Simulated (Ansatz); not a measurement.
Isolated molecules relaxed with PBE0-D4/def2-TZVP in Ansatz; ΔE leaves out vibrations. CCSD(T)/CBS is the MP2 limit (def2-TZVPP, def2-QZVPP) plus CCSD(T) − MP2 in def2-TZVPP, frozen cores. DFT in def2-TZVPP. B3LYP here is the variant with VWN-RPA as its local correlation; programs differ in this. Each species was taken in one conformer, which may not be the lowest.

`C=CC[SiH3]` → `CC(C)[SiH]`  (isomerisation)

`C=CC[SiH3]`:

Cartesian coordinates in Å:
```
C -1.503 1.376 0.205
C -0.902 0.412 -0.482
C -0.243 -0.786 0.108
Si 1.637 -0.645 0.024
H -1.583 1.338 1.287
H -1.937 2.235 -0.292
H -0.846 0.500 -1.565
H -0.531 -1.696 -0.430
H -0.531 -0.918 1.155
H 2.100 0.483 0.873
H 2.275 -1.903 0.498
H 2.065 -0.394 -1.379
```

`CC(C)[SiH]`:

Z-matrix (Å, degrees):
```
C
C 1 1.532
Si 1 2.312 2 54.8
H 1 1.146 2 112.9 3 5.0
H 1 1.089 2 112.0 3 -112.0
H 1 1.090 2 114.0 3 120.6
C 2 1.513 1 114.4 3 123.2
H 2 1.091 1 110.2 3 -110.6
H 3 1.529 1 85.5 2 -99.6
H 7 1.093 2 111.1 1 -173.7
H 7 1.093 2 110.7 1 -54.4
H 7 1.096 2 112.0 1 66.3
```

```tsv
level	ΔE (kJ/mol)
B3LYP-D4	110.8
revPBE	98.8
```

Task: What does CCSD(T)/CBS give? (Best estimate.)

Result: Ansatz gave: +107.0 kJ/mol. The listed levels differ from it by 3.8, -8.2 kJ/mol.

Largest T1 diagnostic among the species: 0.012.

The D4 term adds −4.3 kJ/mol with B3LYP and −2.0 kJ/mol with PBE0; it sums over pairs of atoms, weighted by their polarisabilities, and B3LYP, whose exchange is more repulsive, gets the larger term. In def2-TZVPP, CCSD(T) changes the Hartree–Fock value by −38.8 kJ/mol (the triples alone add −2.4 kJ/mol) and MP2 by −37.9 kJ/mol.
